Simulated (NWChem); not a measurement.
System: SiI2Cl2; SMILES I[Si](Cl)(I)Cl

NWChem input:

```
start job
memory heap 200 mb stack 900 mb global 1100 mb
geometry units angstroms noautoz
  Cl     0.000000    -1.659573    -1.901183
  Si     0.000000     0.000000    -0.699891
  Cl     0.000000     1.659573    -1.901183
  I      1.998990     0.000000     0.677519
  I     -1.998990     0.000000     0.677519
end
basis spherical
  * library def2-svp
end
ecp
  I library def2-ecp
end
dft
  xc mn15
  grid fine
  iterations 150
  mulliken
end
task dft gradient
```

Output (shortened):

```
             Northwest Computational Chemistry Package (NWChem) 7.3.0
             --------------------------------------------------------

 C2V symmetry detected

                             Geometry "geometry" -> ""
                             -------------------------

 Output coordinates in angstroms (scale by  1.889725989 to convert to a.u.)

  No.       Tag          Charge          X              Y              Z
 ---- ---------------- ---------- -------------- -------------- --------------
    1 Cl                  17.0000     0.00000000    -1.65957300    -1.88415909
    2 Si                  14.0000     0.00000000     0.00000000    -0.68286709
    3 Cl                  17.0000     0.00000000     1.65957300    -1.88415909
    4 I                   53.0000     1.99899000     0.00000000     0.69454291
    5 I                   53.0000    -1.99899000     0.00000000     0.69454291

 Effective nuclear repulsion energy (a.u.)    1385.3133348713

      Symmetry information
      --------------------

 Group name             C2v
 Group number             16
 Group order               4
 No. of unique centers     3

                                 NWChem DFT Module
                                 -----------------

 Summary of "ao basis" -> "ao basis" (spherical)
 ------------------------------------------------------------------------------
       Tag                 Description            Shells   Functions and Types
 ---------------- ------------------------------  ------  ---------------------
 Cl                         def2-svp                 8       18   4s3p1d
 Si                         def2-svp                 8       18   4s3p1d
 I                          def2-svp                10       26   4s4p2d

      Symmetry analysis of basis
      --------------------------

        a1         40
        a2         14
        b1         27
        b2         25

            General Information
            -------------------
          SCF calculation type: DFT
          Wavefunction type:  closed shell.
          No. of atoms     :     5
          No. of electrons :    98
           Alpha electrons :    49
            Beta electrons :    49
          Charge           :     0
          Spin multiplicity:     1
          Use of symmetry is: on ; symmetry adaption is: on
          Maximum number of iterations: 150
          AO basis - number of functions:   106
                     number of shells:    44
          Convergence on energy requested:  1.00D-06
          Convergence on density requested:  1.00D-05
          Convergence on gradient requested:  5.00D-04

              XC Information
              --------------
                         MN15 Method XC Functional
                     Hartree-Fock (Exact) Exchange  0.440
                          MN15 Exchange Functional  1.000
                        MN15 Correlation Potential  1.000

             Grid Information
             ----------------
          Grid used for XC integration:  fine
          Radial quadrature: Mura-Knowles
          Angular quadrature: Lebedev.
          Tag              B.-S. Rad. Rad. Pts. Rad. Cut. Ang. Pts.
          ---              ---------- --------- --------- ---------
          Cl                  1.00      123          11.0       770
          Si                  1.10      123           9.0       770
          I                   1.40      141          11.0       974
          Grid pruning is: on
          Number of quadrature shells:   387
          Spatial weights used:  Erf1

      Superposition of Atomic Density Guess
      -------------------------------------

 Sum of atomic energies:       -1901.63982248

      Non-variational initial energy
      ------------------------------

 Total energy =   -1801.747530
 1-e energy   =   -4004.219436
 2-e energy   =    1552.379086
 HOMO         =      -0.332585
 LUMO         =      -0.013781

      Symmetry analysis of molecular orbitals - initial
      -------------------------------------------------

  Numbering of irreducible representations:

     1 a1          2 a2          3 b1          4 b2

  Orbital symmetries:

     1 a1          2 b2          3 a1          4 a1          5 b2
     6 a1          7 b2          8 b1          9 a1         10 b2
    11 a2         12 a1         13 b1         14 a1         15 a1
    16 b1         17 a1         18 b2         19 a2         20 b1
    21 b2         22 a1         23 b1         24 a1         25 b1
    26 a1         27 b2         28 a2         29 b1         30 a1
    31 b2         32 a2         33 b1         34 a1         35 b2
    36 a1         37 b1         38 a1         39 b2         40 a1
    41 b1         42 a2         43 a1         44 b2         45 b1
    46 a1         47 b2         48 a2         49 b1         50 a1
    51 b1         52 b2         53 a1         54 a1         55 b1
    56 a1         57 a2         58 b1         59 a1

     ---------------------------------------------
      Total Density - Mulliken Population Analysis
     ---------------------------------------------

[...]

                         DFT ENERGY GRADIENTS

    atom               coordinates                        gradient
                 x          y          z           x          y          z
   1 Cl      0.000000  -3.136138  -3.560544    0.000000  -0.006016  -0.004157
   2 Si      0.000000   0.000000  -1.290432    0.000000   0.000000   0.005346
   3 Cl      0.000000   3.136138  -3.560544    0.000000   0.006016  -0.004157
   4 I       3.777543   0.000000   1.312496    0.002222   0.000000   0.001484
   5 I      -3.777543   0.000000   1.312496   -0.002222   0.000000   0.001484
```

Level: MN15/def2-SVP with def2 effective core potentials on I. Coordinates come from a PBE0/def2-SVP optimisation. def2 effective core potentials on I; no spin-orbit coupling.
